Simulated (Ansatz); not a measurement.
Basis-set series for CH7BOSi, SMILES `OBC[SiH3]`. Charge 0, multiplicity 1. All single points use the PBE0-D4/def2-TZVP geometry. It is one conformer, not always the lowest.

```csv
functional,basis,functions,energy (Eh),HOMO (eV),LUMO (eV)
PBE0-D4,def2-TZVPP,233,-431.71569,-8.54,-0.16
PBE0-D4,def2-QZVPP,451,-431.73401,-8.56,-0.24
ωB97M-V,def2-TZVPP,233,-431.91204,-10.82,1.70
ωB97M-V,def2-QZVPP,451,-431.92918,-10.84,1.33
```

Problem. Give the rows for def2-SVP. (An estimate is asked.)

Solution. Computed: 
| functional | basis | functions | energy (Eh) | HOMO (eV) | LUMO (eV) |
| --- | --- | --- | --- | --- | --- |
| PBE0-D4 | def2-SVP | 95 | -431.45137 | -8.47 | 0.07 |
| ωB97M-V | def2-SVP | 95 | -431.63953 | -10.72 | 2.11 |

Positive LUMOs are unbound and depend on the basis.
